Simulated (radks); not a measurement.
Effect of the nuclear size on the thallium ion Tl3+, [Xe] 4f14 5d10. Calculated with a radial shooting solver on a logarithmic mesh with Libxc functionals: Dirac Kohn-Sham, LDA (Slater exchange, Perdew-Wang correlation), spin-unpolarised, spherical densities, finite nucleus; Fermi nuclear charge, rms radius 5.4759 fm. The rms radius is varied about that value; shifts are against it.

| rms radius (fm) | total energy shift (eV) | density at nucleus (e/bohr^3) | 1s1/2 shift (meV) | 2s1/2 shift (meV) | 5s1/2 shift (meV) | 5p1/2 shift (meV) | 5d5/2 shift (meV) | 6s1/2 (empty) shift (meV) | 6p1/2 (empty) shift (meV) |
|---|---|---|---|---|---|---|---|---|---|
| 4.775 | -28.4 | 2.662e+06 | -11300 | -1710 | -21.0 | -0.598 | 0.252 | -3.17 | -0.159 |
| 4.9502 | -21.5 | 2.622e+06 | -8580 | -1290 | -15.9 | -0.454 | 0.191 | -2.40 | -0.121 |
| 5.4759 | 0 | 2.512e+06 | 0.000 | 0.000 | 0.000 | 0.000 | 0.000 | 0.000 | 0.000 |
| 5.6511 | 7.44 | 2.479e+06 | 2970 | 447 | 5.51 | 0.158 | -0.066 | 0.832 | 0.042 |
| 6.0673 | 25.7 | 2.405e+06 | 10200 | 1540 | 19.0 | 0.544 | -0.228 | 2.87 | 0.145 |

Slopes of the eigenvalues against <r^2> in GHz/fm^2, as finite differences over the two radii next to the reference (eigenvalue slopes, not the field-shift constants of lines): 1s1/2 376000, 2s1/2 56600, 5s1/2 698, 5p1/2 19.9, 5d5/2 -8.38, 6s1/2 (empty) 105, 6p1/2 (empty) 5.30.
